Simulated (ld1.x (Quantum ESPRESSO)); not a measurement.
**Building the TM potential for carbon (PW91, scalar-relativistic).**

ld1.x (Quantum ESPRESSO) 7.5 input, shortened:

```
&input
   title='C', zed=6., rel=1, dft='PW91', iswitch=3,
   config='[He] 2s2 2p1 3d-2'
 /
 &inputp
   pseudotype=2, tm=.true., lloc=0,
   nlcc=.false.
 /
3
2P  2  1   1.00   0.00  1.45  1.45  0.0
3D  3  2  -2.00  -0.05  1.55  1.55  0.0
2S  1  0   2.00   0.00  1.25  1.25  0.0
 &test
   configts(1)='2s2 2p1'
 /
```

Results:

```json
{"Cutoffs needed": "45 Ry and 90 Ry (the cutoffs (Ry, on a coarse ladder) from which the occupation-weighted sum of valence levels, in a spherical-Bessel basis at the reference potential, stays within 10 and 1 mRy of its value at 400 Ry)", "Ghost test": "no extra level below or beside the all-electron valence levels (p, d, s, f tested) (spherical-Bessel basis up to 400 Ry, 20 bohr box)", "Largest excitation error": "+234 meV (all-electron minus pseudo) for 2s1 2p0, out of 7 test configurations"}
```

Generation and tests took about 2.1 s on one core of a shared server CPU.
